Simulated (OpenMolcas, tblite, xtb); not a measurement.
How methods differ on CH3BClFO (SMILES OC(F)BCl)

CH3BClFO has 8 atoms, charge 0, and is taken as a singlet. As SMILES, `OC(F)BCl`. The coordinates come from a PBE0-D4/def2-TZVP relaxation. This is one conformer, not always the lowest.

```xyz
8

O    -0.0455    0.3469    1.3957
C     0.4589    0.0588    0.1473
F     1.3151   -1.0454    0.2092
B    -0.7672   -0.3567   -0.7747
Cl   -1.1057    0.5411   -2.2172
H     0.6205    0.8024    1.9202
H     1.0732    0.8775   -0.2466
H    -1.4572   -1.2816   -0.4899
```

Each level gives the vertical energy of the triplet above the singlet (eV). The values are calculated.

```
          level             kind     program  value (eV)  CPU time (all runs)
       GFN2-xTB   semi-empirical         xtb        4.11            under 2 s
       GFN1-xTB   semi-empirical      tblite        4.20            under 2 s
    HF/def2-SVP     Hartree–Fock  OpenMolcas        5.63                 30 s
 SVWN5/def2-SVP              LDA  OpenMolcas        4.10                 72 s
   PBE/def2-SVP              GGA  OpenMolcas        4.10              1.7 min
 M06-L/def2-SVP         meta-GGA  OpenMolcas        4.53              2.1 min
M06-2X/def2-SVP  hybrid meta-GGA  OpenMolcas        4.97                 99 s
  PBE0/def2-SVP    global hybrid  OpenMolcas        4.56                 84 s
```

The values span 4.10 to 5.63 eV. The xTB rows lack spin polarisation, so open shells miss the exchange term that lowers them. CPU times are rough (shared hosts, several kinds of processor): they show what a rung costs within a factor of a few.
